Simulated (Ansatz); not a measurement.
Wavefunction ladder for C4H5F3, SMILES `FC1[C@@H](F)C[C@@H]1F`

Cartesian coordinates in Å:
```
F 1.418 1.132 1.010
C 0.399 0.999 0.093
C 0.643 -0.171 -0.871
C -0.169 -1.049 0.085
F -1.033 -1.949 -0.460
C -0.783 0.223 0.699
F -1.944 0.572 0.059
H 0.165 1.979 -0.325
H 0.096 -0.013 -1.802
H 1.677 -0.439 -1.081
H 0.462 -1.563 0.815
H -0.932 0.277 1.779
```

Total charge 0; spin multiplicity 1. The geometry is a stationary point of PBE0-D4/def2-TZVP. Frozen core, restricted reference, the Gaussian-basis code of Ansatz. CBS rows extrapolate triple and quadruple zeta; past MP2 they add the triple-zeta difference.

| basis | HF (Eh) | MP2 corr. | CCSD corr. | (T) | CCSD(T) total |
| --- | --- | --- | --- | --- | --- |
| def2-SVP | -452.29603 | -1.08410 | -1.13067 | -0.02774 | -453.45444 |
| def2-TZVPP | -452.84481 | -1.39713 | -1.42829 | -0.05108 | -454.32418 |
| def2-QZVPP | -452.86421 | -1.51222 | – | – | – |
| CBS(def2) | -452.86688 | -1.59747 | -1.62863 | as TZ | -454.54659 |
